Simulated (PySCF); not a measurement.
This PySCF input asks for the NMR shieldings of SMILES P(C(C)(C)C)CCC#N, C₇H₁₄NP; the geometry comes from GFN2-xTB.

```python
import basis_set_exchange as bse
import numpy as np
from pyscf import gto, dft
from pyscf.prop import nmr

atoms = """
C    -1.287976    0.683676   -1.215896
C    -1.251474   -0.366519   -0.108678
C    -2.575809   -0.348976    0.659458
C    -1.023915   -1.757986   -0.698201
P     0.080328   -0.045838    1.193033
C     1.595605    0.272251    0.147520
C     2.740289    0.731042    1.059882
C     3.939398    0.948198    0.293399
N     4.874926    1.115878   -0.341950
H    -1.331130    1.689362   -0.799321
H    -0.418820    0.608888   -1.865537
H    -2.175253    0.534944   -1.830349
H    -2.554293   -1.071067    1.474540
H    -2.764470    0.637321    1.081415
H    -3.401411   -0.603244   -0.003452
H    -0.101142   -1.793774   -1.274682
H    -0.964115   -2.502376    0.094797
H    -1.846679   -2.027021   -1.358902
H    -0.235438    1.315566    1.349006
H     1.404259    1.027853   -0.617225
H     1.876451   -0.662399   -0.346779
H     2.942612   -0.023776    1.826215
H     2.473306    1.664981    1.564726
"""
names = dict.fromkeys(["C", "P", "N", "H"], "pcSseg-1")
basis = {el: gto.basis.parse(bse.get_basis(n, elements=[el], fmt="nwchem")) for el, n in names.items()}
mol = gto.M(atom=atoms, basis=basis, charge=0, verbose=0)
mf = dft.RKS(mol, xc="PBE0")
mf.grids.level = 2
mf.grids.alignment = dft.numint.BLKSIZE   # the property module wants whole blocks of grid points
mf.conv_tol = 1e-9
mf.kernel()

calc = nmr.RKS(mf)   # GIAO
C = mf.mo_coeff
Co = C[:, mf.mo_occ > 0]
resp = mf.gen_response(singlet=True, hermi=2)
def vind(x):   # induced exchange potential for any number of trial vectors
    d = np.einsum("pi,xij,qj->xpq", C, 2 * x.reshape(-1, C.shape[1], Co.shape[1]), Co, optimize=True)
    return np.einsum("xpq,pi,qj->xij", resp(d - d.transpose(0, 2, 1)), C, Co, optimize=True).ravel()
mo1, _ = nmr.rhf.solve_mo1(calc, with_cphf=vind)
sigma = calc.kernel(mo1)
for i, s in enumerate(sigma):   # ppm
    w = np.linalg.eigvalsh((s + s.T) / 2)
    print("%2d %-2s iso %8.1f  s11 %8.1f  s22 %8.1f  s33 %8.1f" % (i, mol.atom_pure_symbol(i), w.mean(), *w))
```

Problem. What does it print?

Solution. 
```
 0 C  iso    152.9  s11    129.2  s22    145.0  s33    184.3
 1 C  iso    154.7  s11    150.4  s22    152.1  s33    161.7
 2 C  iso    154.5  s11    135.3  s22    141.0  s33    187.1
 3 C  iso    158.2  s11    142.2  s22    146.5  s33    185.9
 4 P  iso    352.4  s11    289.8  s22    322.8  s33    444.5
 5 C  iso    165.7  s11    148.7  s22    167.7  s33    180.7
 6 C  iso    171.1  s11    158.2  s22    168.8  s33    186.2
 7 C  iso     62.7  s11    -57.7  s22    -49.0  s33    294.8
 8 N  iso    -30.2  s11   -197.0  s22   -190.1  s33    296.4
 9 H  iso     30.5  s11     26.4  s22     28.5  s33     36.4
10 H  iso     30.0  s11     25.6  s22     29.6  s33     34.8
11 H  iso     30.3  s11     26.3  s22     27.7  s33     36.9
12 H  iso     30.3  s11     26.2  s22     28.2  s33     36.6
13 H  iso     30.6  s11     26.3  s22     28.5  s33     36.9
14 H  iso     30.6  s11     26.7  s22     27.6  s33     37.4
15 H  iso     30.5  s11     25.6  s22     30.1  s33     35.9
16 H  iso     30.5  s11     26.6  s22     27.9  s33     36.9
17 H  iso     30.6  s11     26.8  s22     27.9  s33     37.2
18 H  iso     28.7  s11     24.3  s22     29.2  s33     32.4
19 H  iso     29.3  s11     23.4  s22     31.6  s33     33.0
20 H  iso     30.1  s11     24.4  s22     31.7  s33     34.3
21 H  iso     29.3  s11     23.7  s22     29.6  s33     34.7
22 H  iso     29.7  s11     24.0  s22     30.2  s33     35.0
```

These numbers come from an equivalent density-fitted implementation of the same equations, which agrees with the script to about 0.01 ppm for H and up to a few tenths of a ppm for heavy atoms, so last digits may differ.

Size and cost of the density-fitted run: 230 basis functions, 55 s wall time on 1 thread of an Arm Neoverse V1, shared host; peak memory 1.1 GiB.
